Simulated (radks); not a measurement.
O2+, 6 electrons, occupied as [He] 2s2 2p2.

All-electron calculation, non-relativistic Kohn-Sham, exchange-only B88, spin-polarised, spherical densities, point nucleus; open shells are filled with parallel spins first. Program: a radial shooting solver on a logarithmic mesh with Libxc functionals.

Energy parts (Ry):
total: -146.16756
kinetic: 146.16756
electron-nucleus: -331.40633
Hartree: 53.60397
exchange: -14.53274

Orbitals (lengths in bohr, moments of r in powers of bohr; r(max) is where P^2 peaks; r(90%) holds 90 % of the orbital's charge):
orbital,occ.,eigenvalue (Ry),r(90%),<r>,<1/r>,r(max)
1s up,1,-40.95156,0.358,0.1999,7.619,0.1294
1s down,1,-40.80802,0.356,0.1991,7.640,0.1292
2s up,1,-4.35348,1.60,1.022,1.425,0.8269
2s down,1,-3.95452,1.66,1.051,1.380,0.8410
2p up,2,-3.26213,1.64,0.9870,1.325,0.7324
2p down,0,-2.84860,1.74,1.037,1.276,0.7557

The highest occupied level is 2p up at -44.384 eV. For comparison, the ionisation energy in NIST's Atomic Spectra Database is 54.936 eV (semi-empirical). In exact Kohn-Sham theory the highest level is minus the ionisation energy, but local and semilocal functionals leave it too shallow, through self-interaction and a potential that decays too fast; potentials with the right tail come closer. Summed over all electrons, <r^2> = 5.095 bohr^2, which gives a Langevin (diamagnetic) susceptibility term of -4.04 x 10^-6 cm^3/mol.
